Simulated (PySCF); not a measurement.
**Stationary points of Mg₂O₂**

Level of theory: PBE0/[Mg def2-TZVP, O def2-TZVP], no relativity, density fitting, PySCF.

Relaxations began from a few typed shapes. The search is not exhaustive: other isomers or separated fragments can lie lower, and high-lying points may rest on an excited occupation.

```tsv
spin	group	bonds	angles	imaginary modes (cm⁻¹)	ΔE (kJ/mol)	ΔE with ZPE (kJ/mol)
singlet	D2h	Mg–O 1.859 Å (×4)	Mg–O–Mg 79.9° (×2), O–Mg–O 100.1° (×2)	none	0.0	0.0
singlet (closed shell, unstable to spin polarisation)	C2v	Mg–O 1.946 Å (×4), O–O 1.545 Å	Mg–O–Mg 90.6° (×2), Mg–O–O 66.6° (×4), O–Mg–O 46.8° (×2)	none	247.0	244.6
singlet	D∞h	Mg–Mg 3.143 Å, Mg–O 1.743 Å (×2)	Mg–Mg–O 180.0° (×2)	121i, 121i, 37i, 37i	602.4	–
```

The lowest minimum found is the singlet D2h: Mg–O 1.859 Å (×4); Mg–O–Mg 79.9° (×2), O–Mg–O 100.1° (×2).
